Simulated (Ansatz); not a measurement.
Basis-set series for `[CH3][In]([Cl])[N]=C=O`. The species carries charge 0 and has multiplicity 1. In takes the def2 core potential. The structure was optimised at the PBE0-D4/def2-TZVP level. It is one conformer, not always the lowest.

| functional | basis | functions | energy (Eh) | HOMO (eV) | LUMO (eV) |
| --- | --- | --- | --- | --- | --- |
| PBE0-D4 | def2-SVP | 115 | -857.72538 | -8.23 | -1.51 |
| PBE0-D4 | def2-QZVPP | 470 | -858.16180 | -8.39 | -1.64 |
| ωB97M-V | def2-SVP | 115 | -857.95922 | -10.41 | 0.11 |
| ωB97M-V | def2-QZVPP | 470 | -858.40061 | -10.61 | -0.14 |

(1) Give the rows for def2-TZVPP. (Estimate.)

Results:

(1) Computed: 
```tsv
functional	basis	functions	energy (Eh)	HOMO (eV)	LUMO (eV)
PBE0-D4	def2-TZVPP	258	-858.13551	-8.36	-1.60
ωB97M-V	def2-TZVPP	258	-858.37571	-10.58	-0.08
```
